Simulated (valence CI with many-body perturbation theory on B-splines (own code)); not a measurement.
# Energy levels of Pt39+

Method: relativistic CI+MBPT: three valence electrons over a frozen Dirac-Fock core [Kr], radial functions for each j: 9 s, 9 p, 10 d, 8 f, 5 g, 3 h, 1 i, with the one-electron correlation potential Σ1, the two-electron term Σ2, the three-electron term Σ3, Breit, model QED; selected CI, second order for the rest (own B-spline code, finite nucleus).

The last digits are not significant, and no measured levels were compared; by estimate large intervals hold to a few tenths of a per cent, small ones and those within an open d or f shell to about a per cent. Only levels of the ground parity were solved; by the run's estimate the other parity begins above the list, which can be wrong where configurations are misplaced.

Levels 1 to 19 of 19, with energies above the lowest level, (4d3/2^3) J=3/2. "Leading %" is the weight of the configuration and term that name the level; weights of strongly mixed levels are sums over their largest components and can fall short. In the jj column 3d3/2^4 stands for four electrons in 3d with j = 3/2. Lifetimes count E1, E2, E3, M1 and M2 decay at the calculated energies, and are blank where another channel may lead or the interval is too uncertain; long ones can be off by a factor of two.

```tsv
No.	Configuration	Term	J	E (eV)	Leading %	Leading jj	Lifetime	g
1	4d3	4F	3/2	0.000	47	4d3/2^3 (98 %)		0.708
2	4d3	4F	5/2	20.895	83	4d3/2^2 4d5/2 (99 %)	8.53 μs	1.055
3	4d3	4P	3/2	23.401	39	4d3/2^2 4d5/2 (98 %)	10.6 μs	1.189
4	4d3	2G	7/2	25.159	48	4d3/2^2 4d5/2 (96 %)	1.71 ms	1.048
5	4d3	2H	9/2	25.400	45	4d3/2^2 4d5/2 (99 %)	19.1 s	1.043
6	4d3	4P	1/2	25.605	59	4d3/2^2 4d5/2 (100 %)	28.0 μs	1.838
7	4d3	2D	5/2	34.640	40	4d3/2^2 4d5/2 (94 %)	65.8 μs	1.268
8	4d3	4F	7/2	45.637	64	4d3/2 4d5/2^2 (98 %)	4.53 μs	1.115
9	4d3	4F	9/2	47.605	51	4d3/2 4d5/2^2 (97 %)	7.83 μs	1.137
10	4d3	4P	3/2	49.402	41	4d3/2 4d5/2^2 (99 %)	3.75 μs	1.122
11	4d3	2P	1/2	50.627	59	4d3/2 4d5/2^2 (100 %)	5.82 μs	1.490
12	4d3	2D	5/2	51.268	39	4d3/2 4d5/2^2 (94 %)	7.37 μs	1.278
13	4d3	2H	11/2	51.651	100	4d3/2 4d5/2^2 (100 %)	18.9 μs	1.086
14	4d3	2D	5/2	54.662	44	4d3/2 4d5/2^2 (97 %)	11.8 μs	1.099
15	4d3	2F	7/2	55.152	80	4d3/2 4d5/2^2 (98 %)	14.6 μs	1.093
16	4d3	2D	3/2	62.923	76	4d3/2 4d5/2^2 (94 %)	6.77 μs	0.906
17	4d3	2G	9/2	72.169	51	4d5/2^3 (98 %)	3.76 μs	1.159
18	4d3	2D	3/2	77.676	47	4d5/2^3 (94 %)	3.56 μs	1.118
19	4d3	2D	5/2	81.974	61	4d5/2^3 (96 %)	2.80 μs	1.165
```

The ionisation energy to 4d2 3F_2 of the next ion comes out as 1822.4 eV (NIST: 1821 ± 4 eV (theoretical)). All 19 levels together are meant to be complete up to 85.253 eV.
